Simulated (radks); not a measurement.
Results of a calculation; reference values are marked as such.
Task: Coherent X-ray form factor from a spherical all-electron density. Code: a radial shooting solver on a logarithmic mesh with Libxc functionals. Model: Dirac Kohn-Sham, PBE, spin-unpolarised, spherical densities, finite nucleus; Fermi nuclear charge, rms radius of each element as measured or else 0.836 A^(1/3) + 0.57 fm.

| sin(theta)/lambda (1/angstrom) | f0 (electrons) |
|---|---|
| 0.05 | 13.632 |
| 0.1 | 12.682 |
| 0.15 | 11.489 |
| 0.2 | 10.348 |
| 0.25 | 9.396 |
| 0.3 | 8.646 |
| 0.4 | 7.544 |
| 0.5 | 6.652 |
| 0.6 | 5.808 |
| 0.8 | 4.274 |
| 1 | 3.123 |
| 1.25 | 2.232 |
| 1.5 | 1.753 |
| 2 | 1.335 |

The species is in the configuration that NIST lists as its ground one. Which atom or ion scatters so?

Result: The phosphorus ion P+, [Ne] 3s2 3p2. Extrapolating in s^2 from the first two rows gives f0(0) = 13.9, near the electron count 14; among species with that count, the fall with angle is slower the higher Z, and the table is that of Z = 15; from so few rows the species is fixed only to a neighbour or two.
